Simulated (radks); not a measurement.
Problem. Ca3+, configuration [Ne] 3s1.5 3p5.5 (fractional occupations, a model configuration). Method: non-relativistic Kohn-Sham, B86b exchange with PBE correlation, spin-polarised, spherical densities, point nucleus; open shells are filled with parallel spins first; computed with a radial shooting solver on a logarithmic mesh with Libxc functionals. Some entries of the table are withheld. Estimate them.

orbital  occ.  eigenvalue (Ry)  <r> (bohr)
1s up       1        -291.5168     0.07736
1s down     1        -291.4917     0.07736
2s up       1        -32.85158      0.3664
2s down     1        -32.82859      0.3664
2p up       3        -27.25855      0.3282
2p down     3        -27.23079      0.3282
3s up       1         -5.86778       1.126
3s down   0.5         -5.75650       1.130
3p up       3         -4.45241         (1)
3p down   2.5         -4.34839         (2)

Solution. 
(1) 3p up <r> (bohr): 1.202
(2) 3p down <r> (bohr): 1.209
